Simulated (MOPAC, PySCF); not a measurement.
H2F2GeO2, SMILES `[Ge]([OH])([OH])([F])[F]` (H–O–Ge–F torsion -85°, F–Ge–O–H torsion 30°), neutral singlet in the gas phase. 

Cartesian coordinates (Å):
SMILES: [OH][Ge]([OH])([F])[F]
```xyz
7

O     -1.2039    -1.1143    -0.1669
Ge    -0.0313     0.1515     0.0184
O      1.5500    -0.5612    -0.0363
F     -0.1568     1.3591    -1.1975
F     -0.3302     0.9983     1.4833
H     -2.0480    -0.8934     0.2445
H      2.2202     0.0599    -0.3456
```
Charge 0, multiplicity 1.

All levels are single points at this geometry (r2SCAN-D4/def2-TZVP); Pople sets use spherical d functions. Orbital energies aren't observables, and empty levels follow the basis.

r2SCAN-D4/def2-TZVP in PySCF gives HOMO (eV) = -8.78.

**Question.** Estimate the HOMO (eV) from each of these levels: PBE-D3(BJ)/def2-TZVP in PySCF; B3LYP/3-21G in PySCF; B3LYP/6-311+G** (LANL2DZ on Ge) in PySCF; B3LYP/LANL2DZ in PySCF; BP86/6-31G* in PySCF; M06-2X/6-31G* in PySCF; PBE/6-31G* in PySCF; HF/6-31G* in PySCF; HF/STO-3G in PySCF; AM1 in MOPAC; PM3 in MOPAC; PM6 in MOPAC.

**Answer.** 
```tsv
level	HOMO (eV)
PBE-D3(BJ)/def2-TZVP in PySCF	-8.32
B3LYP/3-21G in PySCF	-8.80
B3LYP/6-311+G** (LANL2DZ on Ge) in PySCF	-10.17
B3LYP/LANL2DZ in PySCF	-10.06
BP86/6-31G* in PySCF	-8.02
M06-2X/6-31G* in PySCF	-11.70
PBE/6-31G* in PySCF	-7.90
HF/6-31G* in PySCF	-14.82
HF/STO-3G in PySCF	-9.99
AM1 in MOPAC	-13.18
PM3 in MOPAC	-12.37
PM6 in MOPAC	-12.71
```
